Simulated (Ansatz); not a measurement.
Basis sets compared for In7Sb7H20, a nanocrystal cut from zinc blende InSb (hydrogen-capped). Charge 0, multiplicity 1. Geometry PBE-D4/def2-SVP. Ansatz on 2 threads of AMD EPYC 7R13 on a shared host and a share (18 GiB) of an NVIDIA H100 80GB HBM3; times are rough, and most runs start from earlier orbitals.

Cartesian coordinates in Å:
```
In 3.8317 -0.1067 2.4967
In -1.4927 0.0755 -4.4660
In 1.2621 2.3626 -0.6988
In 1.1600 -2.4051 -0.7498
In -0.2585 -2.4920 3.8280
In -2.7028 0.0477 0.5889
In -0.1598 2.4297 3.8742
Sb 0.0920 -2.0976 -3.4776
Sb 2.6469 -0.0575 -0.2114
Sb 1.2781 -0.0608 3.8190
Sb 0.1823 2.1580 -3.4308
Sb -3.3510 0.0941 -2.2838
Sb -0.9697 2.2405 1.0379
Sb -1.0614 -2.2221 0.9952
H 4.6147 1.4432 2.6152
H 4.5429 -1.6923 2.5916
H -2.0447 0.1084 -6.1090
H 2.1836 3.8413 -0.7587
H 2.0136 -3.9224 -0.8430
H 0.7896 -3.8814 3.8124
H -1.7561 -2.2721 4.6869
H -4.2771 0.0742 1.3374
H 0.9423 3.7765 3.8847
H -1.6651 2.2514 4.7293
H 1.3484 -2.3002 -4.6381
H -0.7587 -3.5192 -3.9487
H 3.8591 -0.0691 -1.4373
H 1.8271 -0.0878 5.4539
H 1.4442 2.3368 -4.5890
H -0.6110 3.6234 -3.8662
H -4.4291 1.3922 -2.6285
H -4.4955 -1.1372 -2.6583
H -1.9182 3.5961 0.5532
H -2.0672 -3.5281 0.4904
```

In the def2 sets In, Sb take a core potential; there is no spin–orbit coupling. Single mean-field runs in def2-SVP, def2-TZVP are fitted with def2-universal-jkfit.

Binding counts from free atoms (In doublet, Sb quartet, H doublet) in the same basis, without a counterpoise term.

```
           level  functions  energy (Eh)  HOMO (eV)  LUMO (eV)  binding per atom (eV)  wall time
 PBE-D4/def2-SVP        464   -3024.8662      -5.63      -2.75                   2.16       17 s
PBE0-D4/def2-SVP        464   -3024.9831      -6.50      -2.06                   2.15       11 s
```

Q: Estimate the rows for PBE-D4/def2-TZVP, PBE0-D4/def2-TZVP.

A: 
```json
{"level": "PBE-D4/def2-TZVP", "functions": "820", "energy (Eh)": "-3024.9869", "HOMO (eV)": "-5.71", "LUMO (eV)": "-2.85", "binding per atom (eV)": "2.18", "wall time": "10 s"}
{"level": "PBE0-D4/def2-TZVP", "functions": "820", "energy (Eh)": "-3025.0881", "HOMO (eV)": "-6.55", "LUMO (eV)": "-2.14", "binding per atom (eV)": "2.17", "wall time": "14 s"}
```
